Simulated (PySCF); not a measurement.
# Working with the constants of BiH

UHF-CCSD(T) constants of BiH, ³Σ⁻ (triplet), unpaired electrons π ↑↑ (PySCF, scalar-relativistic core potentials, basis sets Bi def2-TZVPP with ECP60, H def2-TZVPP; masses 208.9804 and 1.0078 u):

| Quantity | Value |
| --- | --- |
| ωe | 1790.3 cm⁻¹ |
| ωexe | 29.3 cm⁻¹ |
| Be | 5.2365 cm⁻¹ |
| αe | 0.135 cm⁻¹ |
| D (centrifugal) | 0.000179 cm⁻¹ |
| De to Bi + H | 2.33 eV |

Task: Give the vibrational terms G(v) and spacings up to v = 6.

Result: G(v) = ωe(v+½) − ωexe(v+½)².

| v | G(v) (cm⁻¹) | G(v) − G(v−1) | Bv (cm⁻¹) |
| --- | --- | --- | --- |
| 0 | 888 |  | 5.169 |
| 1 | 2620 | 1732 | 5.034 |
| 2 | 4293 | 1673 | 4.899 |
| 3 | 5907 | 1614 | 4.764 |
| 4 | 7463 | 1556 | 4.629 |
| 5 | 8960 | 1497 | 4.494 |
| 6 | 10399 | 1439 | 4.359 |

Task: How well does the Morse estimate ωe²/(4ωexe) reproduce De, and what is D0?

Result: It gives 3.39 eV, 146 % of the computed De. D0 = De − G(0) = 2.33 − 0.11 = 2.22 eV.

Correlated steps freeze 4 core orbitals. Spin–orbit coupling is left out, which matters for elements this heavy, above all for dissociation energies. The state is the lowest determinant that a PBE0 search found; another state may lie lower at other levels.
